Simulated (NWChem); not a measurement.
Species: SrF₂; SMILES [F][Sr][F]

Program: NWChem. Medium grid unless said otherwise, to which SCAN and Minnesota functionals are sensitive. Coordinates come from a PBE0/def2-SVP optimisation. Not confirmed as a minimum by frequencies. def2 effective core potentials on Sr; no spin-orbit coupling. B3LYP is NWChem's, with the RPA form of VWN correlation.

Order these by “highest occupied level (eV)”, lowest first: LDA (Slater exchange, VWN5)/def2-SVP; r2SCAN0/def2-SVP; Hartree-Fock/def2-SVP; LC-BLYP (range parameter 0.33 per bohr)/def2-SVP.

Hartree-Fock/def2-SVP (-13.08), LC-BLYP (range parameter 0.33 per bohr)/def2-SVP (-10.37), r2SCAN0/def2-SVP (-8.38), LDA (Slater exchange, VWN5)/def2-SVP (-6.53)
